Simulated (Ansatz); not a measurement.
Isolated molecules relaxed with PBE0-D4/def2-TZVP in Ansatz; ΔE leaves out vibrations. CCSD(T)/CBS is the MP2 limit (def2-TZVPP, def2-QZVPP) plus CCSD(T) − MP2 in def2-TZVPP, frozen cores. This one scheme is used for every species, atoms too. DFT in def2-TZVPP. Open shells (•) are unrestricted, without spin–orbit coupling. Spin–orbit coupling would lower the free atoms: a little for B, C, Si. Each species was taken in one conformer, which may not be the lowest.

Consider the atomization: `CBN([SiH3])[SiH3]` → B• + C• + 10 H• + N• + 2 Si•.

| level | ΔE (eV) |
| --- | --- |
| LDA (SPW92) | 60.06 |
| BLYP-D4 | 53.76 |
| r2SCANh-D4 | 53.86 |
| BHLYP-D4 | 53.49 |
| PBE0 | 53.45 |
| CAM-B3LYP | 54.15 |
| HF/def2-QZVPP | 41.34 |
| MP2/CBS(def2) | 54.17 |

Question: What does CCSD(T)/CBS give? (Best estimate.)

Answer: Computed: +54.01 eV. The listed levels differ from it by 6.05, -0.25, -0.15, -0.52, -0.56, 0.14, -12.67, 0.16 eV.

Largest T1 diagnostic among the species: 0.014.

In def2-TZVPP, CCSD(T) changes the Hartree–Fock value by +11.48 eV (the triples alone add +0.53 eV) and MP2 by +11.64 eV; breaking electron pairs costs correlation energy, which Hartree–Fock lacks. The D4 term adds +0.58 eV with B3LYP and +0.31 eV with PBE0; it sums over pairs of atoms, weighted by their polarisabilities, and B3LYP, whose exchange is more repulsive, gets the larger term. Leaving LDA and LC-ωPBE aside and taking each functional with its dispersion term where it has one, the values, not all of them listed here, spread over 1.30 eV, from revPBE-D4 to CAM-B3LYP-D4. LDA lies +6.35 eV from PBE without D4, its usual overbinding.

B3LYP here is the variant with VWN-RPA as its local correlation; programs differ in this.

For atomizations the MP2-based limit and the directly extrapolated one differ by several kJ/mol either way, and by 10 to 25 for some Ge, Se and Sn compounds, so smaller differences from it don't rank the levels.
